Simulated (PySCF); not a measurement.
# Magnetic susceptibility: SMILES C=C(C)/C([SiH3])=C/[SiH2]F, C5H11FSi2

Cartesian coordinates in Å; atom numbers follow the order of the lines, from 1:
```xyz
19

C    -1.573   -1.149   -1.455
C    -1.021   -0.942   -0.266
C    -1.397   -1.739    0.946
C     0.004    0.098   -0.067
Si   -0.356    1.399    1.266
C     1.110    0.084   -0.822
Si    2.562    1.265   -0.774
F     2.866    1.704    0.750
H    -2.331   -1.899   -1.607
H    -1.299   -0.563   -2.316
H    -0.521   -2.261    1.331
H    -2.164   -2.471    0.704
H    -1.766   -1.086    1.735
H     0.229    0.975    2.540
H     0.165    2.695    0.838
H    -1.816    1.494    1.403
H     1.192   -0.715   -1.556
H     3.789    0.596   -1.190
H     2.318    2.524   -1.469
```

The calculation used PySCF 2.14.0, GIAO PBE/pcSseg-1 magnetisability, rotational g tensor and spin-rotation constants, non-relativistic, gas phase. Geometry: GFN2-xTB.

(1) How diamagnetic is it, and how anisotropic?

(2) Split it along the inertial axes a, b, c into diamagnetic and paramagnetic parts about the centre of mass, with the quadrupole moment.

(3) And the rotational g tensor?

Answers

(1) Isotropic -1314 × 10⁻³⁰ J/T², or -79.2 × 10⁻⁶ cm³/mol; principal values -1426, -1328, -1190 × 10⁻³⁰ J/T², anisotropy 206 × 10⁻³⁰ J/T² (root of half the summed squared differences of the principal values). The susceptibility is in cgs units.

(2) 
| axis | χ (10⁻⁶ cm³/mol) | diamagnetic (10⁻⁶ cm³/mol) | paramagnetic (10⁻⁶ cm³/mol) | summed x² of all electrons (Å²) | quadrupole Θ (D Å) |
| --- | --- | --- | --- | --- | --- |
| a | -71.7 | -698.8 | 627.1 | 322.9 | -0.64 |
| b | -79.9 | -1560.8 | 1480.9 | 119.7 | +2.26 |
| c | -85.8 | -1877.7 | 1791.9 | 45.0 | -1.62 |

Anisotropies 2χaa − χbb − χcc = +22.3 and 2χbb − χaa − χcc = -2.3 × 10⁻⁶ cm³/mol. Θ is traceless in Buckingham's convention.

(3) 
```csv
axis,rotational constant (GHz),g,nuclear part,electronic part
a,2.2025,-0.0448,0.6041,-0.6489
b,0.8291,-0.0143,0.5625,-0.5768
c,0.6794,-0.0091,0.5628,-0.5719
```
Asymmetric top; isotopes 12C, 19F, 1H, 28Si; no vibrational averaging.
